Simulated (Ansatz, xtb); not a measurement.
Two isomers of ClGeH6NSi2

Structure a is `[SiH3][SiH2][NH][Ge][Cl]`, a singlet and structure b is `[SiH3][N]([GeH])[SiH2]Cl`, a singlet. Both are isolated molecules in the gas phase, relaxed with PBE0-D4/def2-SVP; the shapes shown needn't be the lowest conformers.

a (Å):

```xyz
11

Cl   -1.9826    0.2668   -0.8142
Ge   -1.3503   -0.9653   -2.5665
N    -0.0183   -1.8213   -1.6657
Si   -1.2129   -2.1165    1.5510
Si    0.5168   -1.6648    0.0200
H    -0.7280   -3.0958    2.5772
H    -1.6652   -0.8837    2.2607
H    -2.3662   -2.7398    0.8309
H     1.1110   -0.3174    0.2758
H     1.6085   -2.6800    0.1715
H     0.5022   -2.4999   -2.2204
```

b (Å):

```xyz
11

Cl    2.2097   -0.2773   -0.2196
Ge   -1.7942   -1.1703    2.3437
N    -0.5463   -1.0118    0.9788
Si   -0.9389   -1.5027   -0.6733
Si    0.9985   -0.3523    1.4751
H    -0.8512   -0.3531   -1.6193
H    -0.0456   -2.6006   -1.1430
H    -2.3482   -1.9975   -0.6245
H    -0.7474   -0.5664    3.4206
H     1.6864   -1.2265    2.4602
H     0.8732    1.0399    1.9793
```

Question: Estimate E(b) − E(a) at the level CCSD(T)/def2-SVP + ΔMP2/def2-TZVPP.

Answer: Calculated at CCSD(T)/def2-SVP + ΔMP2/def2-TZVPP: E(b) − E(a) = −28.8 kJ/mol, so structure b lies lower.

The same difference at several levels:

```
                             level          geometry  E(b) − E(a) (kJ/mol)  departure from the last row (kJ/mol)  job, with rough time for the two
                          GFN2-xTB          GFN2-xTB                   −14.5                                 +14.3              optimisation, 0.54 s
                         HF/STO-3G          GFN2-xTB                   +91.2                                +120.1              single point, 0.78 s
                r2SCAN-D4/def2-SVP          GFN2-xTB                    −0.4                                 +28.5               single point, 8.1 s
                  PBE0-D4/def2-SVP  PBE0-D4/def2-SVP                    +2.7                                 +31.5                optimisation, 78 s
                       HF/def2-SVP  PBE0-D4/def2-SVP                   −27.5                                  +1.4           part of the CCSD(T) run
                      MP2/def2-SVP  PBE0-D4/def2-SVP                   −26.4                                  +2.4           part of the CCSD(T) run
                  CCSD(T)/def2-SVP  PBE0-D4/def2-SVP                   −19.9                                  +8.9                      single point
CCSD(T)/def2-SVP + ΔMP2/def2-TZVPP  PBE0-D4/def2-SVP                   −28.8                                                      single point, 85 s
```

As drawn, b has 1 N–Si, 1 Cl–Si, 1 Ge–H in place of 1 Si–Si, 1 Cl–Ge, 1 N–H.

HF/STO-3G, PBE0-D4/def2-SVP put the two in the other order. r2SCAN-D4/def2-SVP finds them nearly level. The largest departure from CCSD(T)/def2-SVP + ΔMP2/def2-TZVPP is that of HF/STO-3G, 120.1 kJ/mol. The last row adds to CCSD(T) the change of the MP2 difference between the two basis sets, here −8.9 kJ/mol.

With thermal terms from frequencies at re-optimised GFN2-xTB minima (ideal gas, soft modes damped towards free rotors, one conformer each, 298.15 K, 1 atm): the zero-point term adds −8.8 kJ/mol; ΔH is −39.0 and ΔG −35.1 kJ/mol.

The correlated steps freeze 25 core orbitals; the filled d shell of Ge is correlated, in a basis made for valence electrons. Run with Ansatz 0.2.0, xtb 6.7.1; the last row on 2 threads of Arm Neoverse V2 on a shared host.
